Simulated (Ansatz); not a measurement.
# SiN2H4Cl: which of these isomers lies lowest?

2 of its isomers, all doublets with charge 0: A = `N[Si](N)Cl`; B = `[NH][SiH](N)Cl`.

Shapes, held fixed at every level: PBE0-D4/def2-TZVP. Flexible molecules stand in one conformer, not always the lowest. Programs: Ansatz 0.2.0.

A:

```xyz
8

N    -0.4200    1.2805   -0.2375
Si   -0.6193   -0.4074   -0.0370
N     0.7590   -0.9462    0.8071
Cl   -0.8726   -1.1221   -1.9815
H    -0.9364    1.7632   -0.9552
H    -0.2804    1.8561    0.5783
H     1.6783   -0.6186    0.5480
H     0.7835   -1.8627    1.2218
```

B:

```xyz
8

N    -0.4254    1.1904   -1.2635
Si   -0.4925   -0.1797   -0.1976
N     1.0380   -0.5835    0.4101
Cl   -1.8813    0.3506    1.2424
H    -0.0479    2.0363   -0.8320
H    -1.0152   -1.3681   -0.8945
H     1.3181   -1.5444    0.5142
H     1.5984    0.0414    0.9651
```

Electronic energies in kJ/mol, without zero-point or thermal terms.

```
                level                   kind   B − A
        HF/def2-TZVPP           Hartree–Fock   +43.3
    PBE-D4/def2-TZVPP                    GGA  +103.7
r2SCAN0-D4/def2-TZVPP          global hybrid   +89.1
    B2PLYP/def2-TZVPP          double hybrid   +91.1
         MP2/def2-SVP    perturbation theory  +101.5
       MP2/def2-TZVPP    perturbation theory  +108.7
     CCSD(T)/def2-SVP  coupled cluster or CI   +82.2
 CCSD(T)/CBS estimate  coupled cluster or CI   +92.5
```

The highest level, CCSD(T)/CBS estimate, puts A lowest of these. All levels agree on that. The B − A difference spans +43.3 to +108.7 kJ/mol over the levels. Open shells run unrestricted. The CBS estimate extrapolates MP2 from def2-TZVPP and def2-QZVPP and adds CCSD(T) − MP2 in the triple-zeta set, cores frozen.
